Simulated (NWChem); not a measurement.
The numbers come from NWChem runs, not from measurements. System: C2HF3, charge 0, spin multiplicity 1, at a geometry optimised with B3LYP/def2-SVP. The structure started from a generated list of species. Level: PBE/pcseg-2.

The NWChem input:

```
start mol
memory heap 200 mb stack 900 mb global 1100 mb
geometry units angstroms nocenter noautoz
  F     -0.767947     1.724525     0.000000
  C      0.309594     0.935693     0.000000
  C      0.193124    -0.391354     0.000000
  F     -0.944609    -1.048786     0.000000
  F      1.235363    -1.198194     0.000000
  H      1.278423     1.436055     0.000000
  symmetry group Cs
end
basis spherical
  * library pcseg-2
end
dft
  xc xpbe96 cpbe96
  semidirect memsize 60000000 filesize 0
  iterations 100
end
task dft energy
```

NWChem printed:

```
             Northwest Computational Chemistry Package (NWChem) 7.3.0
             --------------------------------------------------------

                                NWChem Input Module
                                -------------------

 Scaling coordinates for geometry "geometry" by  1.889725989
 (inverse scale =  0.529177249)

 Turning off AUTOSYM since
 SYMMETRY directive was detected!

                             Geometry "geometry" -> ""
                             -------------------------

 Output coordinates in angstroms (scale by  1.889725989 to convert to a.u.)

  No.       Tag          Charge          X              Y              Z
 ---- ---------------- ---------- -------------- -------------- --------------
    1 F                    9.0000    -0.76794700     1.72452500     0.00000000
    2 C                    6.0000     0.30959400     0.93569300     0.00000000
    3 C                    6.0000     0.19312400    -0.39135400     0.00000000
    4 F                    9.0000    -0.94460900    -1.04878600     0.00000000
    5 F                    9.0000     1.23536300    -1.19819400     0.00000000
    6 H                    1.0000     1.27842300     1.43605500     0.00000000

 Effective nuclear repulsion energy (a.u.)     172.9629624941

            Nuclear Dipole moment (a.u.)
            ----------------------------
        X                 Y               Z
 ---------------- ---------------- ----------------
    -0.0000113384    -0.0000113384     0.0000000000

      Symmetry information
      --------------------

 Group name             Cs
 Group number              2
 Group order               2
 No. of unique centers     6

      Symmetry unique atoms

     1    2    3    4    5    6


 Summary of "ao basis" -> "" (spherical)
 ------------------------------------------------------------------------------
       Tag                 Description            Shells   Functions and Types
 ---------------- ------------------------------  ------  ---------------------
 *                          pcseg-2                   on all atoms

  pbe96 is a nonlocal functional; adding pw91lda local functional.

                                 NWChem DFT Module
                                 -----------------

 Summary of "ao basis" -> "ao basis" (spherical)
 ------------------------------------------------------------------------------
       Tag                 Description            Shells   Functions and Types
 ---------------- ------------------------------  ------  ---------------------
 F                          pcseg-2                 10       30   4s3p2d1f
 C                          pcseg-2                 10       30   4s3p2d1f
 H                          pcseg-2                  6       14   3s2p1d

 Summary of "ao basis" -> "ao basis" (spherical)
 ------------------------------------------------------------------------------
       Tag                 Description            Shells   Functions and Types
 ---------------- ------------------------------  ------  ---------------------
 F                          pcseg-2                 10       30   4s3p2d1f
 C                          pcseg-2                 10       30   4s3p2d1f
 H                          pcseg-2                  6       14   3s2p1d

      Symmetry analysis of basis
      --------------------------

        a'        110
        a"         54

            General Information
            -------------------
          SCF calculation type: DFT
          Wavefunction type:  closed shell.
          No. of atoms     :     6
          No. of electrons :    40
           Alpha electrons :    20
            Beta electrons :    20
          Charge           :     0
          Spin multiplicity:     1
          Use of symmetry is: on ; symmetry adaption is: on
          Maximum number of iterations: 100
          AO basis - number of functions:   164
                     number of shells:    56
          Convergence on energy requested:  1.00D-06
          Convergence on density requested:  1.00D-05
          Convergence on gradient requested:  5.00D-04

              XC Information
              --------------
          PerdewBurkeErnzerhof Exchange Functional  1.000
            Perdew 1991 LDA Correlation Functional  1.000 local
           PerdewBurkeErnz. Correlation Functional  1.000 non-local

             Grid Information
             ----------------
          Grid used for XC integration:  medium
          Radial quadrature: Mura-Knowles
          Angular quadrature: Lebedev.
          Tag              B.-S. Rad. Rad. Pts. Rad. Cut. Ang. Pts.
          ---              ---------- --------- --------- ---------
          F                   0.50       49          10.0       434
          C                   0.70       49           9.0       434
          H                   0.35       45           9.0       434
          Grid pruning is: on
          Number of quadrature shells:   290
          Spatial weights used:  Erf1

          Convergence Information
          -----------------------
          Convergence aids based upon iterative change in
          total energy or number of iterations.
          Levelshifting, if invoked, occurs when the
          HOMO/LUMO gap drops below (HL_TOL):  1.00D-02
          DIIS, if invoked, will attempt to extrapolate
          using up to (NFOCK): 10 stored Fock matrices.

                    Damping( 0%)  Levelshifting(0.5)       DIIS
                  --------------- ------------------- ---------------
          dE  on:    start            ASAP                start
          dE off:    2 iters        100 iters           100 iters

      Screening Tolerance Information
      -------------------------------
          Density screening/tol_rho:  1.00D-10
          AO Gaussian exp screening on grid/accAOfunc:  14
          CD Gaussian exp screening on grid/accCDfunc:  20
          XC Gaussian exp screening on grid/accXCfunc:  20
          Schwarz screening/accCoul:  1.00D-08

      Superposition of Atomic Density Guess
      -------------------------------------

 Sum of atomic energies:        -374.07436706

      Non-variational initial energy
      ------------------------------

 Total energy =    -375.756466
 1-e energy   =    -862.955533
 2-e energy   =     314.236104
 HOMO         =      -0.229938
 LUMO         =       0.085152

      Symmetry analysis of molecular orbitals - initial
      -------------------------------------------------

  Numbering of irreducible representations:

     1 a'          2 a"

  Orbital symmetries:

     1 a'          2 a'          3 a'          4 a'          5 a'
     6 a'          7 a'          8 a'          9 a'         10 a'
    11 a'         12 a'         13 a"         14 a'         15 a"
    16 a"         17 a'         18 a'         19 a'         20 a"
    21 a'         22 a'         23 a"         24 a'         25 a'
    26 a"         27 a'         28 a'         29 a"         30 a'

------------------------------------------------------------
EAF file 0: "./mol.aoints.0" size=524288 bytes
------------------------------------------------------------
               write      read    awrite     aread      wait
               -----      ----    ------     -----      ----
     calls:        1         0         0         0         0
   data(b): 5.24e+05  0.00e+00  0.00e+00  0.00e+00
   time(s): 0.00e+00  0.00e+00  0.00e+00  0.00e+00  0.00e+00
rate(mb/s): 0.00e+00  0.00e+00
------------------------------------------------------------

   convergence    iter        energy       DeltaE   RMS-Dens  Diis-err    time
 ---------------- ----- ----------------- --------- --------- ---------  ------
 d= 0,ls=0.0,diis     1   -375.9275130079 -5.49D+02  1.96D-02  1.70D+00     5.4
 d= 0,ls=0.0,diis     2   -375.6236097901  3.04D-01  6.41D-03  5.29D+00     6.2
 d= 0,ls=0.0,diis     3   -376.0652673693 -4.42D-01  2.35D-03  1.96D-01     6.9
 d= 0,ls=0.0,diis     4   -376.0702225361 -4.96D-03  1.41D-03  1.15D-01     7.7
 d= 0,ls=0.0,diis     5   -376.0803971864 -1.02D-02  4.20D-04  1.42D-02     8.4
  Resetting Diis
 d= 0,ls=0.0,diis     6   -376.0817203943 -1.32D-03  1.08D-04  7.17D-04     9.2
 d= 0,ls=0.0,diis     7   -376.0818025590 -8.22D-05  7.08D-05  7.93D-05    10.0
 d= 0,ls=0.0,diis     8   -376.0817785956  2.40D-05  5.25D-05  3.08D-04    10.7
 d= 0,ls=0.0,diis     9   -376.0818095355 -3.09D-05  1.10D-05  8.62D-06    11.5
 d= 0,ls=0.0,diis    10   -376.0818104460 -9.11D-07  2.54D-06  5.43D-07    12.3

         Total DFT energy =     -376.081810445986
      One electron energy =     -863.965916805708
           Coulomb energy =      357.112823245027
    Exchange-Corr. energy =      -42.191679379424
 Nuclear repulsion energy =      172.962962494119

 Numeric. integr. density =       40.000000364309

     Total iterative time =     11.7s

                  Occupations of the irreducible representations
                  ----------------------------------------------

                     irrep           alpha         beta
                     --------     --------     --------
                     a'               16.0         16.0
                     a"                4.0          4.0

                       DFT Final Molecular Orbital Analysis
                       ------------------------------------

 Vector   18  Occ=2.000000D+00  E=-3.873007D-01  Symmetry=a'
              MO Center=  6.8D-02, -1.0D+00, -2.6D-16, r^2= 1.9D+00
   Bfn.  Coefficient  Atom+Function         Bfn.  Coefficient  Atom+Function
  ----- ------------  ---------------      ----- ------------  ---------------
   125      0.294196  5 F  px                96     -0.290465  4 F  py
    95      0.267400  4 F  px               128      0.243489  5 F  px
    99     -0.239836  4 F  py                98      0.220904  4 F  px
   126      0.218841  5 F  py               129      0.180280  5 F  py
   131      0.132178  5 F  px               102     -0.128194  4 F  py

 Vector   19  Occ=2.000000D+00  E=-3.484523D-01  Symmetry=a'
              MO Center= -2.6D-01,  1.3D+00,  2.7D-16, r^2= 1.7D+00
   Bfn.  Coefficient  Atom+Function         Bfn.  Coefficient  Atom+Function
  ----- ------------  ---------------      ----- ------------  ---------------
     6      0.342131  1 F  py                 9      0.280757  1 F  py
     5      0.276577  1 F  px                 8      0.226440  1 F  px
   152     -0.184604  6 H  s                 12      0.164357  1 F  py
   151     -0.156791  6 H  s                 64      0.150829  3 C  s
    11      0.134003  1 F  px                36     -0.134013  2 C  py

 Vector   20  Occ=2.000000D+00  E=-2.285477D-01  Symmetry=a"
              MO Center=  1.3D-01,  3.1D-01,  2.4D-16, r^2= 2.0D+00
   Bfn.  Coefficient  Atom+Function         Bfn.  Coefficient  Atom+Function
  ----- ------------  ---------------      ----- ------------  ---------------
    37      0.302226  2 C  pz                40      0.283456  2 C  pz
    67      0.277956  3 C  pz                70      0.264591  3 C  pz
     7     -0.229101  1 F  pz                10     -0.184820  1 F  pz
   127     -0.185121  5 F  pz                97     -0.176957  4 F  pz
    13     -0.156767  1 F  pz               130     -0.153125  5 F  pz

 Vector   21  Occ=0.000000D+00  E=-2.309546D-02  Symmetry=a"
              MO Center=  2.6D-01,  2.6D-01,  3.2D-14, r^2= 2.1D+00
   Bfn.  Coefficient  Atom+Function         Bfn.  Coefficient  Atom+Function
  ----- ------------  ---------------      ----- ------------  ---------------
    43      0.535837  2 C  pz                70     -0.473262  3 C  pz
    73     -0.443010  3 C  pz                67     -0.409268  3 C  pz
    40      0.357803  2 C  pz                37      0.329323  2 C  pz
    13     -0.168675  1 F  pz               133      0.163777  5 F  pz
    97      0.157566  4 F  pz               103      0.155306  4 F  pz

 Vector   22  Occ=0.000000D+00  E=-1.120321D-03  Symmetry=a'
              MO Center=  2.5D-01,  1.0D+00, -8.5D-15, r^2= 4.4D+00
   Bfn.  Coefficient  Atom+Function         Bfn.  Coefficient  Atom+Function
  ----- ------------  ---------------      ----- ------------  ---------------
   153      1.323031  6 H  s                 34     -0.809691  2 C  s
    64      0.755699  3 C  s                 41     -0.721364  2 C  px
     4     -0.497985  1 F  s                 94     -0.425638  4 F  s
    68     -0.285415  3 C  px                42      0.236801  2 C  py
    35     -0.216041  2 C  px                65     -0.193158  3 C  px

 Vector   23  Occ=0.000000D+00  E= 1.895969D-02  Symmetry=a'
              MO Center=  1.3D+00,  3.3D-01,  4.2D-15, r^2= 4.8D+00
   Bfn.  Coefficient  Atom+Function         Bfn.  Coefficient  Atom+Function
  ----- ------------  ---------------      ----- ------------  ---------------
   153      1.921676  6 H  s                 42     -1.176252  2 C  py
    64     -0.955252  3 C  s                 72     -0.909349  3 C  py
    41     -0.665735  2 C  px               124     -0.604630  5 F  s
    71      0.421698  3 C  px                63      0.321774  3 C  s
    33     -0.287126  2 C  s                  4      0.239174  1 F  s

 center of mass
 --------------
 x =  -0.04020960 y =  -0.04485512 z =   0.00000000

 moments of inertia (a.u.)
 ------------------
         425.135446139253         107.425681283109           0.000000000000
         107.425681283109         215.541647864767           0.000000000000
           0.000000000000           0.000000000000         640.677094004020

     Multipole analysis of the density
     ---------------------------------

     L   x y z        total         alpha         beta         nuclear
     -   - - -        -----         -----         ----         -------
     0   0 0 0      0.000000    -20.000000    -20.000000     40.000000

     1   1 0 0      0.428765      0.214388      0.214388     -0.000011
     1   0 1 0      0.132772      0.066391      0.066391     -0.000011
     1   0 0 1     -0.000000     -0.000000     -0.000000      0.000000

     2   2 0 0    -19.762337    -62.566137    -62.566137    105.369937
     2   1 1 0      1.730751     24.441871     24.441871    -47.152992
     2   1 0 1     -0.000000     -0.000000     -0.000000      0.000000
     2   0 2 0    -20.294698   -113.388241   -113.388241    206.481784
     2   0 1 1      0.000000      0.000000      0.000000      0.000000
     2   0 0 2    -19.518287     -9.759143     -9.759143      0.000000

 Task  times  cpu:       12.3s     wall:       12.3s

 Total times  cpu:       12.3s     wall:       12.3s
```
